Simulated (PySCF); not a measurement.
In(Vi)(OH)2, C₂H₅InO₂, SMILES [OH][In]([OH])[CH]=C (PBE0/def2-SVP optimised geometry):

```
10

In     0.381    -0.391     0.000
C     -0.793     1.382     0.000
C     -2.130     1.373     0.026
H     -0.270     2.345    -0.022
H     -2.713     2.303     0.026
H     -2.718     0.448     0.049
O      2.375    -0.391     0.000
H      2.718    -1.292    -0.003
O     -0.291    -2.278     0.001
H     -1.252    -2.345     0.002
```

Computed with PBE0/def2-TZVP, def2 effective core potentials past Kr (PySCF).

Problem. What are the frontier orbital energies and the dipole moment?

Solution. HOMO-2 -8.33 eV, HOMO-1 -8.25 eV, HOMO -8.14 eV, LUMO -1.32 eV, LUMO+1 -1.08 eV; dipole moment 2.98 D.

On the same geometry PBE/def2-TZVP, def2 effective core potentials past Kr run with PySCF gives HOMO-2 -6.89 eV, HOMO-1 -6.85 eV, HOMO -6.48 eV, LUMO -2.16 eV, LUMO+1 -1.98 eV; dipole moment 2.77 D.
